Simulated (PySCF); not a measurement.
SMILES O=Cc1cccc(-c2ccco2)c1, singlet (GFN2-xTB optimised geometry):

```
21

O     -2.648    -2.855     0.000
C     -3.157    -1.763     0.000
C     -2.433    -0.486     0.000
C     -3.129     0.723     0.000
C     -2.430     1.916     0.000
C     -1.047     1.915     0.000
C     -0.332     0.712     0.000
C      1.117     0.724     0.000
C      2.036    -0.298     0.000
C      3.309     0.312     0.000
C      3.080     1.654     0.000
O      1.766     1.913     0.000
C     -1.041    -0.486     0.000
H     -4.260    -1.649     0.000
H     -4.209     0.720     0.000
H     -2.964     2.855     0.000
H     -0.503     2.847     0.000
H      1.834    -1.348     0.000
H      4.260    -0.181     0.000
H      3.746     2.495     0.000
H     -0.530    -1.436     0.000
```

Method: PBE0/def2-SVP (PySCF).

Question: What are the frontier orbital energies and the dipole moment?

Answer: HOMO-2 -7.73 eV, HOMO-1 -7.44 eV, HOMO -6.27 eV, LUMO -1.78 eV, LUMO+1 -1.16 eV; dipole moment 2.81 D.

On the same geometry PBE/def2-SVP (PySCF) gives HOMO-2 -6.67 eV, HOMO-1 -5.69 eV, HOMO -5.36 eV, LUMO -2.63 eV, LUMO+1 -1.96 eV; dipole moment 2.83 D.

Meta-Löwdin charges at PBE0/def2-SVP: O1 -0.38, C2 0.26, C3 -0.04, C4 -0.10, C5 -0.10, C6 -0.09, C7 0.00, C8 0.16, C9 -0.17, C10 -0.17, C11 0.05, O12 -0.24, C13 -0.09, H14 0.06, H15 0.11, H16 0.11, H17 0.12, H18 0.13, H19 0.13, H20 0.13, H21 0.12.
